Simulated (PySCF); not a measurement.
SMILES c1ccc(-c2ccccc2)cc1, GFN2-xTB optimised geometry.

```
22

C     -3.52     0.01     0.02
C     -2.83    -0.88    -0.79
C     -1.45    -0.88    -0.79
C     -0.74     0.00     0.01
C      0.74     0.00     0.01
C      1.44    -1.20     0.00
C      2.83    -1.20     0.00
C      3.52     0.00     0.00
C      2.83     1.20     0.00
C      1.45     1.20     0.01
C     -1.44     0.89     0.82
C     -2.82     0.89     0.82
H     -4.60     0.01     0.02
H     -3.37    -1.57    -1.42
H     -0.91    -1.57    -1.44
H      0.91    -2.13     0.02
H      3.36    -2.14     0.00
H      4.60     0.00     0.00
H      3.37     2.13     0.00
H      0.91     2.14    -0.01
H     -0.90     1.57     1.46
H     -3.36     1.58     1.46
```

Density from PBE/def2-SVP in PySCF at that geometry.

Minimum of the electron density along straight lines between bonded atoms, close to the bond critical point (lines longer than 1.1 times the sum of covalent radii, or with two minima, are not listed):

```csv
bond,length / Å,ρ at the minimum / e bohr⁻³,∇²ρ there / e bohr⁻⁵,position (fraction from the first atom)
C1–C2,1.385,0.309,-0.76,0.50
C2–C3,1.382,0.310,-0.77,0.50
C3–C4,1.393,0.304,-0.74,0.50
C4–C5,1.471,0.267,___,0.50
C5–C6,1.393,0.304,-0.74,0.50
C6–C7,1.382,0.310,-0.77,0.50
C7–C8,1.385,0.309,-0.76,0.50
C8–C9,1.385,0.309,-0.76,0.50
C5–C10,1.393,0.304,-0.74,0.50
C9–C10,1.382,0.310,-0.77,0.50
C4–C11,1.393,0.304,-0.74,0.50
C1–C12,1.385,0.309,-0.76,0.50
C11–C12,1.382,0.310,-0.77,0.50
C1–H13,1.080,0.281,-1.05,0.63
C2–H14,1.080,0.281,-1.05,0.63
C3–H15,1.081,0.281,-1.05,0.63
C6–H16,1.080,0.281,-1.05,0.63
C7–H17,1.080,0.281,-1.05,0.63
C8–H18,1.080,0.281,-1.05,0.63
C9–H19,1.080,0.281,-1.05,0.63
C10–H20,1.080,0.281,-1.05,0.63
C11–H21,1.081,0.281,-1.05,0.63
C12–H22,1.081,0.281,-1.05,0.63
```

Fill in the missing entries.


- C4–C5, ∇²ρ there / e bohr⁻⁵: -0.62
